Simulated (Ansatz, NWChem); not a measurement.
**How basis sets differ on SbCl3 (antimony trichloride)**

SbCl3 has 4 atoms, charge 0, and is taken as a singlet. SMILES: `[Cl][Sb]([Cl])[Cl]`. The coordinates come from a PBE0-D4/def2-TZVP relaxation.

```xyz
4

Cl    0.4866    0.2837    1.9650
Sb    0.8059   -0.2239   -0.2908
Cl   -0.9439   -1.7527   -0.5125
Cl   -0.2930    1.6325   -1.1821
```

Each level gives the HOMO–LUMO gap (eV). The values are calculated.

```tsv
level	kind	program	value (eV)	CPU time
HF/STO-3G	Hartree–Fock	Ansatz	12.96	2.1 s
HF/3-21G	Hartree–Fock	Ansatz	11.68	3.2 s
HF/def2-SVP (core potential)	Hartree–Fock	NWChem	12.27	20 s
HF/def2-SVPD (core potential)	Hartree–Fock	Ansatz	12.00	7.3 s
```

All-electron rows without a relativistic Hamiltonian named are non-relativistic, while core potentials hold scalar relativity, so basis and relativity change together. The values span 11.68 to 12.96 eV. A Hartree–Fock LUMO above zero doesn't converge with the basis: it sinks as sets grow more diffuse. Orbital gaps aren't excitation energies. Times are those of the runs behind each value, whatever else they computed, on shared processors of several kinds: orders of magnitude only.
